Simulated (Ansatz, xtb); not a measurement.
Two structures of C2H10AsIn

We compare a, a singlet given by its coordinates, with b, `C[AsH2+][InH2-][CH3]`, a singlet. Both are isolated molecules in the gas phase, relaxed with PBE0-D4/def2-SVP; the shapes shown needn't be the lowest conformers.

a (Å):

```xyz
14

C    -1.3711    1.6988   -0.4164
C     1.8471    0.5038    1.1302
As   -0.2548   -1.9282   -0.9570
In   -0.3194    0.3539    0.9391
H    -2.3396    1.2820   -0.7307
H    -1.5686    2.6534    0.0967
H    -0.7685    1.9169   -1.3109
H    -1.2268   -0.5448    2.1328
H     2.2883   -0.4363    1.4935
H     2.0958    1.2930    1.8576
H     2.3156    0.7714    0.1712
H     0.3827   -3.2484   -0.5746
H     0.4392   -1.8127   -2.2994
H    -1.5327   -2.5320   -1.5030
```

Close contacts (Å): C1–In4 2.18, C2–In4 2.18, As3–In4 2.97, C1–H5 1.10, C1–H6 1.10, C1–H7 1.10, C2–H9 1.10, C2–H10 1.10, C2–H11 1.10, As3–H12 1.52, As3–H13 1.52, As3–H14 1.52, In4–H8 1.75.

b (Å):

```xyz
14

C     0.6433   -2.6552   -0.2085
C     2.6284    0.5152    1.5232
As   -0.4109   -1.5410    0.9965
In    1.2123   -0.2548    2.9962
H     1.4128   -2.0237   -0.6733
H     0.0256   -3.1224   -0.9857
H     1.1425   -3.4312    0.3879
H    -1.5352   -2.5028    1.3233
H    -1.1830   -0.7270   -0.0224
H     0.0141    0.8062    3.6797
H     1.5964   -1.7508    3.8109
H     3.1154   -0.3012    0.9685
H     2.1381    1.1928    0.8081
H     3.4171    1.0859    2.0383
```

Quicker runs give these differences E(b) − E(a): GFN2-xTB −6.34 kcal/mol; HF/STO-3G −2.35 kcal/mol (at GFN2-xTB geometries); r2SCAN-D4/def2-SVP −1.51 kcal/mol (at GFN2-xTB geometries).

Question: Estimate E(b) − E(a) at the level CCSD(T)/def2-SVP + ΔMP2/def2-TZVPP.

Answer: CCSD(T)/def2-SVP + ΔMP2/def2-TZVPP gives E(b) − E(a) = +0.13 kcal/mol, slightly favouring structure a, which is too small a margin to settle the true order.

The same difference at several levels:

| level | geometry | E(b) − E(a) (kcal/mol) | departure from the last row (kcal/mol) | job, with rough time for the two |
| --- | --- | --- | --- | --- |
| GFN2-xTB | GFN2-xTB | −6.34 | −6.47 | optimisation, 0.36 s |
| HF/STO-3G | GFN2-xTB | −2.35 | −2.48 | single point, 2.1 s |
| r2SCAN-D4/def2-SVP | GFN2-xTB | −1.51 | −1.64 | single point, 8.7 s |
| PBE0-D4/def2-SVP | PBE0-D4/def2-SVP | −1.66 | −1.79 | optimisation, 4.7 min |
| HF/def2-SVP | PBE0-D4/def2-SVP | −1.43 | −1.56 | part of the CCSD(T) run |
| MP2/def2-SVP | PBE0-D4/def2-SVP | +0.30 | +0.17 | part of the CCSD(T) run |
| CCSD(T)/def2-SVP | PBE0-D4/def2-SVP | +0.46 | +0.33 | single point |
| CCSD(T)/def2-SVP + ΔMP2/def2-TZVPP | PBE0-D4/def2-SVP | +0.13 |  | single point, 2.3 min |

The largest departure from CCSD(T)/def2-SVP + ΔMP2/def2-TZVPP is that of GFN2-xTB, 6.47 kcal/mol. The last row adds to CCSD(T) the change of the MP2 difference between the two basis sets, here −0.33 kcal/mol.

With thermal terms from frequencies at re-optimised GFN2-xTB minima (ideal gas, soft modes damped towards free rotors, one conformer each, 298.15 K, 1 atm): on the last row, ΔE + ΔZPE = +0.68, ΔH = −0.02, ΔG = +1.95 kcal/mol.

The correlated steps freeze 15 core orbitals; the filled d shell of As and In is correlated, in a basis made for valence electrons. Atoms past krypton carry core potentials in the def2 sets, other sets are all-electron and non-relativistic, and no spin–orbit term is included. Codes used: Ansatz 0.2.0, xtb 6.7.1; the last row on 2 threads of Arm Neoverse V1 on a shared host.
